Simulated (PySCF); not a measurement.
Dipole response of Ar⁺ (argon, charge +1)

[Ne] 3s2 3p5, 2P determinant. All numbers are calculated (PySCF 2.14, scalar relativity by spin-free X2C-1e, in aug-cc-pCVQZ-DK (10s9p7d5f3g, 134 functions)). Coupled (time-dependent) response in atomic units; α is the mean over directions.

```tsv
method	mean α (bohr³)	α xx, yy, zz	C₆ (like pair)	S(−4)
B3LYP	7.018	6.826, 7.113, 7.113	31.64	10.73
```

S(−4) is the Cauchy moment in α(ω) = α(0) + S(−4) ω² + …

α(iu) at B3LYP:

```csv
u (hartree),α(iu) (bohr³)
0,7.018
0.0500,6.991
0.100,6.912
0.200,6.617
0.300,6.184
0.500,5.141
0.750,3.913
1.00,2.965
1.50,1.791
2.00,1.176
3.00,0.6179
5.00,0.2677
```

A single London oscillator, α(iu) = α/(1 + u²/ω²), gives C₆ = (3/4) ω α². Matching the computed C₆ needs ω = 4 × 31.64 / (3 × 7.018²) = 0.857 hartree.

For an ion, C₆ is the dispersion term alone; charge-induced terms of lower order in 1/R come first.

The components differ because the open shell of this determinant is not spherical; for a pure term their mean is the scalar polarisability.
